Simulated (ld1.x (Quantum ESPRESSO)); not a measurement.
# Kr (Z = 36), PAW: configuration errors across variants

* Element: Kr (Z = 36)
* Generator: ld1.x (Quantum ESPRESSO) 7.5
* Type: PAW
* Functional: BP86
* Relativity: scalar-relativistic
* Frozen core: [Ar] 3d10
* Valence charge: 8
* Reference configuration: 4s2 4p6
* Partial waves: 4s (bound): rcut 1.10, rcutus 1.20 bohr; 4s channel at -1.3 Ry: rcut 1.10, rcutus 1.20 bohr; 4p (bound): rcut 1.20, rcutus 1.65 bohr; 4p channel at 2.5 Ry: rcut 1.20, rcutus 1.65 bohr
* Local potential: all-electron potential smoothed inside 1.60 bohr (lloc = -2)
* Core correction: a·sin(br)/r model core inside 1.15 bohr
* Augmentation charge: PSQ, inside the norm-conserving radii

All-electron excitation energies from the reference (eV): (1) 4s2 4p5 14.388; (2) 4s2 4p4 39.670; (3) 4s2 4p3 76.869; (4) 4s2 4p2 126.833; (5) 4s1 4p6 28.918; (6) 4s2 4p5.5 5.905.

A true bound ghost makes a file unfit for plane-wave use even where its test errors are small: the radial tests pick states by their node count and pass the ghost by.

Errors AE − PS in meV (a dash: test not solved or not reliable):

```csv
change,(1),(2),(3),(4),(5),(6),bound ghosts
base,-4.5,-21,-66,-167,-12,-1.4,none
"wave 4s channel at -1.3 Ry: rcut 1.10, rcutus 1.20 bohr becomes 4s channel at -1.57 Ry: rcut 1.10, rcutus 1.20 bohr",-4.5,-20,-65,-165,-12,-1.4,none
"wave 4s channel at -1.3 Ry: rcut 1.10, rcutus 1.20 bohr becomes 4s channel at -1.52 Ry: rcut 1.10, rcutus 1.20 bohr",-4.5,-21,-65,-166,-12,-1.4,none
"wave 4s channel at -1.3 Ry: rcut 1.10, rcutus 1.20 bohr becomes 4s channel at -1.37 Ry: rcut 1.10, rcutus 1.20 bohr",-4.5,-21,-65,-166,-12,-1.4,none
"wave 4s channel at -1.3 Ry: rcut 1.10, rcutus 1.20 bohr becomes 4s channel at -1.29 Ry: rcut 1.10, rcutus 1.20 bohr",-4.5,-21,-66,-167,-12,-1.4,none
"wave 4s channel at -1.3 Ry: rcut 1.10, rcutus 1.20 bohr becomes 4s channel at -1.04 Ry: rcut 1.10, rcutus 1.20 bohr",-4.5,-21,-66,-166,-12,-1.4,none
"wave 4s channel at -1.3 Ry: rcut 1.10, rcutus 1.20 bohr becomes 4s channel at -0.6 Ry: rcut 1.10, rcutus 1.20 bohr",-4.5,-21,-65,-166,-12,-1.4,none
"wave 4s channel at -1.3 Ry: rcut 1.10, rcutus 1.20 bohr becomes 4s channel at 0.82 Ry: rcut 1.10, rcutus 1.20 bohr",-4.5,-20,-64,-160,-12,-1.4,none
"wave 4s channel at -1.3 Ry: rcut 1.10, rcutus 1.20 bohr becomes 4s channel at 2.22 Ry: rcut 1.10, rcutus 1.20 bohr",-4.3,-19,-59,-146,-12,-1.4,none
"wave 4s channel at -1.3 Ry: rcut 1.10, rcutus 1.20 bohr becomes 4s channel at 4.05 Ry: rcut 1.10, rcutus 1.20 bohr",–,–,–,–,–,–,s
```

Problem. Give the same row for: wave 4s channel at -1.3 Ry: rcut 1.10, rcutus 1.20 bohr becomes 4s channel at 0.16 Ry: rcut 1.10, rcutus 1.20 bohr.

Solution. -4.5, -21, -65, -163, -12, -1.4; bound ghosts: none.
